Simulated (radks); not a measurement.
Values are calculated unless marked as measured or tabulated.
Charge is removed step by step from the 2s down level of B+, starting from [He] 2s(up 1, down 1). Level of theory: scalar-relativistic Kohn-Sham, PBE, spin-polarised, spherical densities, finite nucleus; Fermi nuclear charge, rms radius 2.406 fm (a radial shooting solver on a logarithmic mesh with Libxc functionals).

| removed (e) | E - E(0) (eV) | eigenvalue (eV) |
|---|---|---|
| 0 | 0.000 | -19.511 |
| 0.25 | 5.205 | -22.126 |
| 0.5 | 11.060 | -24.701 |
| 0.75 | 17.546 | -27.171 |

The mean slope of the eigenvalue, de/dn, is 10.2 eV per electron.
